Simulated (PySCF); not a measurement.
Species: C2H10OSi2.
SMILES with atom numbers: `[CH3:1][SiH2:2][O:3][SiH2:4][CH3:5]` (hydrogens: H6, H7, H8 on C1; H9, H10 on Si2; H11, H12 on Si4; H13, H14, H15 on C5)

Method: core-valence-separated Tamm–Dancoff BHandHLYP/aug-pcX-1 (pcseg-1 on H, def2-SVPD on Si) in PySCF, non-relativistic, gas phase, PBE0-D3(BJ)/def2-SVP geometry. No empirical shift is added; at this level the pattern usually sits a few eV under experiment.

Q: List the oxygen K-edge absorption lines.

A: 
```
E (eV)       f  core hole on  main final orbital
532.49  0.0008            O3       LUMO+2 (74 %)
533.42  0.0097            O3         LUMO (55 %)
533.86  0.0240            O3              spread
534.11  0.0212            O3      LUMO+15 (41 %)
534.25  0.0038            O3       LUMO+4 (51 %)
534.40  0.0052            O3       LUMO+1 (41 %)
534.76  0.0015            O3         LUMO (35 %)
```

The first line with a tenth or more of the strongest one's intensity is at 533.42 eV (f = 0.010), with the hole on O3 (siloxane oxygen). The strongest listed is at 533.86 eV (f = 0.024; O3).

Q: Give energies, oscillator strengths and core holes at the C K edge.

A: 
```csv
E (eV),f,core hole on,main final orbital
285.08,0.0089,C1/C5,"LUMO (2 roots, f summed)"
285.74,0.0550,C1 + C5,"spread (2 roots, f summed)"
285.83,0.0630,C1/C5,"LUMO+3 (2 roots, f summed)"
286.08,0.0065,C1/C5,"LUMO+2 (2 roots, f summed)"
286.70,0.0451,C1/C5,"spread (2 roots, f summed)"
```

The first line with a tenth or more of the strongest one's intensity is at 285.08 eV (f = 0.009, sum of 2), with the hole on C1/C5 (Si-methyl carbon). The strongest listed is at 285.83 eV (f = 0.063, sum of 2; C1/C5).

Roots within 0.03 eV whose holes lie on the same, on equivalent or on shared atoms are summed into one line, and the highest roots are left out, as the search may have cut off their partners. Final orbitals are the ground state's empty Kohn–Sham orbitals.

Q: What are the wavelength and the wavenumber of the 533.42 eV line?

A: λ = 12398.42 eV Å/533.42 eV = 23.243 Å; 4.3023 × 10⁶ cm⁻¹.

Only the lowest roots of each edge were sought.

The values belong to the conformer `[CH3:1][SiH2:2][O:3][SiH2:4][CH3:5]`: C1–Si2–O3–Si4 3°, Si2–O3–Si4–C5 -5°.
